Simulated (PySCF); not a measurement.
Al²⁺: ionisation energy

Al²⁺ [Ne] 3s1 (2S) → Al³⁺ [Ne] (1S), as a difference of total energies. Computed with PySCF 2.14 in aug-cc-pV(D+d)Z, with the non-relativistic Hamiltonian (point nucleus). The calculations carry no spin-orbit coupling.

```tsv
method	ionisation energy (eV)
UHF	28.010
LDA	28.717
PBE	28.733
PBE0	28.613
r2SCAN	28.315
wB97X-V	28.382
r2SCANh	28.328
B97-3	28.323
LC-wPBE	28.574
```

For comparison: 28.448 eV (measured; NIST Atomic Spectra Database, ionization energies).
